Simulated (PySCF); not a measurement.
**Two-component Hartree-Fock for Ni²⁺ (nickel, charge +2)**

Start: [Ar] 3d7 4p1; 3d3/2 filled at m_j = +1/2, +3/2; 3d5/2 filled at m_j = -3/2, -1/2, +1/2, +3/2, +5/2; 4p3/2 filled at m_j = +3/2. Calculated with PySCF 2.14 in x2c-TZVPall-2c with one added diffuse shell each of s, p, d type (7s8p5d1f, 63 functions): generalised Hartree-Fock with the X2C-1e Hamiltonian and a Gaussian nucleus; one run each with spin-orbit coupling (SO) switched off, then screened by Boettger's factors. This is a chosen level, not necessarily the ground level.

```tsv
spinor shell	electrons	ε, spin-free (eV)	ε, screened SO (eV)	weight of nominal j (screened SO)	rms radius, screened SO (bohr)
1s1/2	2	-8431.9	-8431.8	1.000	0.0624
2s1/2	2	-1080.8	-1080.8	1.000	0.265
2p1/2	2	-929.96	-942.48	0.995	0.236
2p3/2	4	-929.96	-923.84	0.998	0.239
3s1/2	2	-164.86	-164.86	1.000	0.789
3p1/2	2	-118.34	-124.24	0.646	0.829
3p3/2	4	-118.34	-115.43	0.823	0.839
3d5/2	5	-48.316	-49.564	0.576	0.993
3d3/2	2	-48.316	-45.303	0.674	1.02
4p3/2	1	-20.656	-20.606	1.000	2.95
```

| quantity | spin-free | screened SO |
| --- | --- | --- |
| E (hartree) | -1517.76947 | -1517.80553 |
| M_J | 6 | 6 |
| ⟨J²⟩ | 42.004 | 42.004 |
| ⟨L²⟩ | 20.003 | 20.034 |
| ⟨S²⟩ | 6.001 | 5.990 |

Each row is a mean over spinors that exchange with the open shell spreads, by up to 13.746 eV (3p3/2).

Rows whose weight is well below 1 are mixtures of j = l ± 1/2: exchange outweighs spin-orbit coupling there, and the label is only the starting occupation.

Without spin-orbit coupling the j labels of p, d and f shells carry no meaning; the spin-free column gives the mean over the occupied spinors of each nl shell.
